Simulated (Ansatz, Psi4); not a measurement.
**Worked example: the enthalpy of formation of BBrF2 (SMILES FB(F)Br)**

BBrF2 has 4 atoms, charge 0, and is taken as a singlet. SMILES: `FB(F)Br`. The shape is that of a PBE0-D4/def2-TZVP optimisation.

Total energies at HF/3-21G (Psi4 1.11); the atoms run unrestricted:

| species | state | energy (Eh) |
| --- | --- | --- |
| BBrF2 | singlet | -2782.560853 |
| F | doublet | -98.845009 |
| B | doublet | -24.389762 |
| Br | doublet | -2560.035236 |

Harmonic wavenumbers at PBE0-D4/def2-TZVP, in cm⁻¹: 295, 352, 570, 635, 1229, 1458.

Measured heats of formation of the gaseous atoms at 298.15 K, in kJ/mol: F 79.4, B 570.3, Br 111.9. Spin-orbit lowering of the atoms at 298 K (mean of the ground term's levels less their thermal mean, from spectra), in kJ/mol: F 1.29, B 0.00, Br 14.69. Take 1 Eh = 2625.50 kJ/mol, 1 cm⁻¹ = 0.0119627 kJ/mol, RT = 2.479 kJ/mol.

Question: What heat of formation follows?

Answer: 
1. Electronic atomisation energy: 2 × (-98.845009) + (-24.389762) + (-2560.035236) − (-2782.560853) = 0.445837 Eh = 1170.5 kJ/mol.
2. Zero-point energy: half the sum of the wavenumbers, 2269.5 cm⁻¹ = 27.1 kJ/mol.
3. Thermal vibrational enthalpy, Σ hcν̃/(exp(hcν̃/kT) − 1): 3.0 kJ/mol. Translation, rotation and pV of a non-linear molecule: 4 RT = 9.9 kJ/mol.
4. The 4 free atoms carry 5/2 RT each: 24.8 kJ/mol.
5. Spin-orbit coupling lowers the free atoms by 2 × 1.29 + 0.00 + 14.69 = 17.3 kJ/mol.
6. Atomisation enthalpy at 298 K: 1170.5 − 17.3 − 27.1 − 3.0 − 9.9 + 24.8 = 1138.0 kJ/mol.
7. Sum of the atoms' heats of formation: 841.0 kJ/mol. Heat of formation: 841.0 − 1138.0 = -297.0 kJ/mol.

The tabulated value is -820.1 kJ/mol (NIST-JANAF tables; in doubt, as an older value, an estimate or one at odds with other calculations), so this level is off by +523.1 kJ/mol, or 31.5 % of the atomisation enthalpy that the table implies (1661.0 kJ/mol). Hartree–Fock leaves out correlation, which is larger in the molecule than in the atoms, so it underbinds and puts the heat of formation too high. Relativity is left out. A basis without polarisation functions underbinds badly. Anharmonicity and any spin-orbit splitting of the molecule are left out.
